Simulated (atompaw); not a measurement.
**Reading a pseudo-wave (mercury (Hg))**

Columns: radius, all-electron u(r) and pseudo u(r) of the 6p shell (level -1.18 eV) of mercury in the configuration [Xe] 4f14 5d10 6s2 6p0; LDA (PW92), scalar-relativistic, PAW (atompaw) scheme, atompaw 4.2.0.5.

```
r (bohr)  all-electron  pseudo
   0.115       -0.0761  0.0023
   0.231        0.0404  0.0092
   0.346        0.1182  0.0204
   0.462        0.0335  0.0359
   0.577       -0.0853  0.0549
   0.692       -0.1662  0.0772
   0.808       -0.1943  0.1024
   0.923       -0.1781  0.1296
   1.038       -0.1330  0.1583
   1.154       -0.0712  0.1882
   1.269       -0.0034  0.2182
   1.385        0.0654  0.2484
   1.500        0.1304  0.2776
   1.615        0.1902  0.3059
   1.731        0.2445  0.3330
   1.846        0.2920  0.3582
   1.962        0.3338  0.3818
   2.077        0.3695  0.4032
   2.192        0.3999  0.4225
   2.308        0.4257  0.4400
   2.423        0.4468  0.4553
   2.538        0.4641  0.4686
   2.654        0.4780  0.4800
   2.769        0.4887  0.4893
   2.885        0.4966  0.4967
   3.000        0.5020  0.5020
```

Q: How many radial nodes do the two functions have?

A: The all-electron 6p function has n − l − 1 = 4 (the table is too coarse to show those close to the nucleus); the pseudo-wave has 0, since the states of the same l below it are removed with the core.

Q: Is the pseudo-wave norm-conserving?

A: No, it belongs to a PAW set: the norm inside the radius is not constrained, and the difference is carried by the augmentation charge.
